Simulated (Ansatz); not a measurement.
One geometry of Mg3O2, several levels of theory.

```yaml
crystal:
  periodic: [false, false, false]
  atoms:
    - {symbol: Mg, position_ang: [-1.065705, 0.732976, 0.980565]}
    - {symbol: Mg, position_ang: [1.235636, 0.050238, 0.019742]}
    - {symbol: Mg, position_ang: [-0.158339, -1.520408, -1.946737]}
    - {symbol: O, position_ang: [0.693063, 1.156186, 1.458628]}
    - {symbol: O, position_ang: [-0.704664, -0.418991, -0.512208]}
basis:
  gaussian: {orbitals: def2-TZVP, initial_orbitals: start.molden}
magnetization: {spin_polarized: true, initial_magnetization: 0}
hamiltonian: {xc: pbe, dispersion: d4}
scf: {omitted_lower_state_checks: [starts]}
output: {orbitals: {seedname: orbitals}}
```

The file start.molden holds the orbitals of an earlier run on this structure, at another level or in another basis.

```sh
$ ansatz run in.yaml --threads 4 --pin off --events-out ev --progress --plain --max-ram 3916MiB
```

Shortened log:

```
Functional definition: PBE
1166 factors; their error is unknown
mean field evaluation 1: about -20417.5979 eV, gradient 7.0e0 eV
mean field evaluation 2: about -20417.7396 eV, gradient 2.7e-1 eV
mean field evaluation 4: about -20417.7282 eV, gradient 1.2e-1 eV
mean field evaluation 8: about -20417.7305 eV, gradient 7.7e-3 eV
mean field evaluation 16: about -20417.7305 eV, gradient 1.2e-5 eV
mean field -20417.73054532 eV, -750.3377579058 hartree, gradient 8.1e-6 eV, S^2 0.000000; 0 other end points of the search recorded, 0 dependent functions left out
reference -20417.73058594 eV, -750.3377593985 hartree; 26, 26 occupied and 132, 132 virtual orbitals, 1166 factors
Total energy: -20417.85138423 eV, -750.3421986537 hartree
Checks for a lower state left out: starts
```

Run time 4.5 s (4 threads of Arm Neoverse V2 on a shared host).

As the first input, with `hamiltonian: {xc: pbe0, dispersion: d4}` and without the key `scf` (abridged; 10 s):

```
Functional definition: PBE0
mean field evaluation 16: about -20418.5504 eV, gradient 1.1e0 eV
mean field evaluation 32: about -20418.6381 eV, gradient 2.4e-1 eV
mean field -20418.63897921 eV, -750.3711422353 hartree, gradient 1.8e-5 eV, S^2 0.162830; 6 other end points of the search recorded, 0 dependent functions left out
Total energy: -20418.74110048 eV, -750.3748951230 hartree
```

As the first input, with `hamiltonian: {xc: r2scan, dispersion: d4}` (abridged; 6 s):

```
Functional definition: r2SCAN
mean field -20427.83999670 eV, -750.7092733914 hartree, gradient 2.2e-5 eV, S^2 0.391719
Total energy: -20427.86531223 eV, -750.7102037201 hartree
Checks for a lower state left out: starts
```

Geometry: PBE-D4/def2-SVP, that of the neutral singlet.

At PBE0-D4/def2-TZVP, r2SCAN-D4/def2-TZVP the unrestricted singlet has broken spin symmetry (⟨S²⟩ up to 0.39). Another isomer (singlet) lies 0.04 eV lower at PBE0-D4/def2-TZVP.
